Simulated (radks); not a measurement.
Results of a calculation; reference values are marked as such.
The rhodium ion Rh+, configuration [Kr] 4d7 6s1 (not the ground configuration). Code: a radial shooting solver on a logarithmic mesh with Libxc functionals. Model: Dirac Kohn-Sham, PBE, spin-unpolarised, spherical densities, point nucleus; open shells fill j = l - 1/2 first.

X-ray form factor f0, the Fourier transform of the density (f0(0) = 44):

sin(theta)/lambda (1/angstrom),f0 (electrons)
0.05,42.833
0.1,40.830
0.15,38.636
0.2,36.032
0.25,33.316
0.3,30.757
0.4,26.443
0.5,23.215
0.6,20.814
0.8,17.310
1,14.430
1.25,11.298
1.5,8.901
2,6.279
